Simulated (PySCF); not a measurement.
# Identify the compound

Molecular formula: C7H10O. Simulated spectra:

¹H NMR (600 MHz, computed): δ 6.52 (m, 1H), 6.25 (s, 1H), 4.73 (m, 1H), 4.29 (m, 1H), 2.90 (m, 2H), 2.81 (m, 2H), 2.04 (m, 2H).

¹³C{¹H} NMR (computed): δ 158.2 (CH), 145.5 (CH), 122.4 (C), 94.5 (CH2), 27.3 (CH2), 26.7 (CH2), 16.9 (CH2).

[PySCF: structure optimised with GFN2-xTB; shieldings: GIAO PBE0/pcSseg-1; non-relativistic; one conformer; fast rotation and ring inversion assumed for equivalent nuclei; no solvent model]

References, each an isolated molecule treated in the same way: TMS for ¹H and ¹³C.

Q: Which candidate is it?
A. C#C/C(=C/CC)CO
B. C=COC=C1CCC1
C. CCCc1ccoc1
D. C=CC(C)(C=C)C=O

A: B. 

- Rings plus π bonds: 3 (1 ring in the answer).
- 7 carbon signals for 7 carbons: no two carbons are equivalent.
- Carbon types of the structure: 1 × C, 2 × CH, 4 × CH2, which accounts for all hydrogens.
- δC 158.2, 145.5: alkene carbon bearing oxygen; an sp2 carbon further deshielded by the attached heteroatom.
- δC 122.4, 94.5: β carbon of an enol-ether or enamine type C=C.
- δC 27.3, 26.7: allylic sp3 CH2; saturated and bonded to C and H only.
- δC 16.9: sp3 CH2 in a ring; a saturated carbon with 2 carbon neighbours and no heteroatom attached.
- δH 4.73, 4.29: hydrogen on a β carbon of an enol-ether or enamine type C=C; lone-pair donation from O or N shields it, upfield of ordinary alkene protons.

The others: C=CC(C)(C=C)C=O would give 5 carbon signals, not 7; C#C/C(=C/CC)CO would give 5 signals for carbon-bound and other non-exchanging H, not 7; CCCc1ccoc1 would give 6 signals for carbon-bound and other non-exchanging H, not 7.

Shifts are as computed. Against solution values, carbons near 30 ppm lie about +3 ppm off and those near 130 ppm about +5 ppm. Of 1211 compounds with measured shifts, 218 miss one by over three times the rms of a fit or turn the order of signals round; such compounds aren't used in these exercises. No couplings were computed; multiplicities are counted from neighbouring protons, with m where these are inequivalent, close in shift, in a saturated or five-membered ring or joined by F or P, and br s for small geminal =CH2 splittings.
